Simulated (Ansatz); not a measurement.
`[Cl][InH2]` + `C=N` → `C=[N][InH2]` + HCl at 400 K and 1 bar (ligand exchange at the In–Cl bond).

Calculated with Ansatz (gas phase, PBE0-D4/def2-TZVP geometries, no zero-point term in ΔE). CCSD(T)/CBS adds triple-zeta CCSD(T) − MP2 to the extrapolated MP2 energy (def2 sets, frozen cores). This one scheme is used for every species. Elements past krypton have def2 core potentials. For In outer-core shells are correlated without core-valence functions, which leaves a few kJ/mol of doubt a bond.

```
      species  CCSD(T)/CBS energy (Eh)  H − E (kJ/mol)  S (J/(mol·K))
 `[Cl][InH2]`               -650.81839            52.3          293.2
        `C=N`                -94.52360           119.4          238.9
`C=[N][InH2]`               -284.90922           131.7          335.8
          HCl               -460.38127            29.6          195.4
```

H − E and S are ideal-gas, rigid-rotor, harmonic terms from PBE0-D4/def2-TZVP. 1 Eh = 2625.50 kJ/mol, R = 8.31446 J/(mol·K).

Q: By hand: ΔE, ΔH, ΔS and ΔG.

A: ΔE = (-284.90922) + (-460.38127) − (-650.81839) − (-94.52360) = 0.05150 Eh = 135.2 kJ/mol. Δ(H − E) = 131.7 + 29.6 − 52.3 − 119.4 = -10.4, so ΔH = 124.8 kJ/mol. ΔS = 335.8 + 195.4 − 293.2 − 238.9 = -0.9 J/(mol·K). ΔG = 124.8 − 400 × (-0.9)/1000 = 125.2 kJ/mol.

Q: By hand: the equilibrium constant, and the temperature at which ΔG would vanish if ΔH and ΔS stayed fixed.

A: log₁₀ K = −ΔG/(RT ln 10) = -16.3. ΔH and −TΔS have one sign here, so there is no such temperature. One of them is within its doubt of zero, so this could turn.

The number of gas molecules stays the same, so ΔS is small and ΔH decides. A doubt of 5 kJ/mol in ΔE shifts log₁₀ K by 0.7 here. These are equilibria of isolated gas molecules and say nothing of rates. Largest T1 diagnostic: 0.015 (customary marks: 0.02 for closed shells, 0.045 for open ones).
